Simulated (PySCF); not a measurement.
Computed shifts of a molecule C3H12Si3, PBE/pcSseg-1 (PySCF), GIAO, gas phase, atoms alike by connectivity averaged where their shifts nearly agree, in ppm (number of nuclei): ¹³C: 149.3 (1), 124.7 (1), 11.4 (1). ²⁹Si: -57.5 (2), -68.8 (1). ¹H: 6.49 (1), 5.79 (2), 4.63 (3), 4.54 (6). References: ¹³C against TMS (σ = 182.0 ppm); ²⁹Si against TMS (σ = 335.4 ppm); ¹H against TMS (σ = 31.49 ppm), references at their B3LYP-D3(BJ)/def2-TZVP geometries, non-relativistic. Coordinates come from a PBE-D3(BJ)/def2-SVP optimisation. One conformer was computed; it need not be the lowest.

**Question.** Pick the molecule that these values belong to.
A. C[Si@H]1[SiH2]C[C@@H]1[SiH3]
B. C[SiH]1C[SiH2][SiH2]C1
C. C=CC([SiH3])([SiH3])[SiH3]
D. C=C(C)[SiH2][SiH2][SiH3]

**Answer.** C, C=CC([SiH3])([SiH3])[SiH3]
